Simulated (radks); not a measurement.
Values are calculated unless marked as measured or tabulated.
Q: The osmium ion Os+, configuration [Xe] 4f14 5d6 6s1. Level of theory: Dirac Kohn-Sham, LDA (Slater exchange, Perdew-Wang correlation), spin-unpolarised, spherical densities, finite nucleus; open shells are shared between the two j in proportion to 2j + 1; Fermi nuclear charge, rms radius 5.4126 fm (a radial shooting solver on a logarithmic mesh with Libxc functionals). Some entries of the table are withheld. Estimate them.

| orbital | occ. | eigenvalue (eV) | <1/r> (bohr^-1) | <r^2> (bohr^2) |
|---|---|---|---|---|
| 1s1/2 | 2 | -73682.78 | 90.34 | 0.0004342 |
| 2s1/2 | 2 | -12832.23 | 22.07 | 0.006593 |
| 2p1/2 | 2 | -12293.36 | 22.05 | 0.004687 |
| 2p3/2 | 4 | -10763.89 | 18.31 | 0.005882 |
| 3s1/2 | 2 | -2991.815 | 8.102 | 0.04298 |
| 3p1/2 | 2 | -2749.432 | 8.023 | 0.03930 |
| 3p3/2 | 4 | -2415.988 | 7.051 | 0.04583 |
| 3d3/2 | 4 | -2007.222 | 6.950 | 0.03535 |
| 3d5/2 | 6 | -1934.925 | 6.723 | 0.03713 |
| 4s1/2 | 2 | -637.0154 | 3.418 | 0.2110 |
| 4p1/2 | 2 | -535.1943 | 3.310 | 0.2164 |
| 4p3/2 | 4 | -456.6257 | 2.970 | 0.2510 |
| 4d3/2 | 4 | (1) | 2.761 | 0.2700 |
| 4d5/2 | 6 | (2) | 2.680 | 0.2827 |
| 5s1/2 | 2 | -99.6757 | 1.352 | 1.138 |
| 5p1/2 | 2 | -68.1331 | 1.223 | 1.367 |
| 4f5/2 | 6 | -61.8209 | 2.258 | 0.3766 |
| 4f7/2 | 8 | -59.0113 | 2.226 | 0.3882 |
| 5p3/2 | 4 | -55.7718 | 1.100 | 1.634 |
| 5d3/2 | 2.4 | -15.0716 | (3) | 3.500 |
| 5d5/2 | 3.6 | -13.9721 | (4) | 3.787 |
| 6s1/2 | 1 | -13.4611 | 0.4593 | 8.620 |

A: 
(1) 4d3/2 eigenvalue (eV): -288.9046
(2) 4d5/2 eigenvalue (eV): -274.3487
(3) 5d3/2 <1/r> (bohr^-1): 0.7658
(4) 5d5/2 <1/r> (bohr^-1): 0.7355
